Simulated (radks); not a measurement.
The titanium ion Ti11+ is in [Ne] 3s1. Calculated with a radial shooting solver on a logarithmic mesh with Libxc functionals: scalar-relativistic Kohn-Sham, PBE, spin-polarised, spherical densities, finite nucleus; Fermi nuclear charge, rms radius of each element as measured or else 0.836 A^(1/3) + 0.57 fm. Open shells are filled with parallel spins first. One electron is removed from 2p, 3s, 2s, 1s in turn, with full relaxation. Which removal costs least, and what does each cost?

Answer. 3s 292.97 eV; 2p 752.05 eV; 2s 838.06 eV; 1s 5276.8 eV. The 3s electron leaves first.
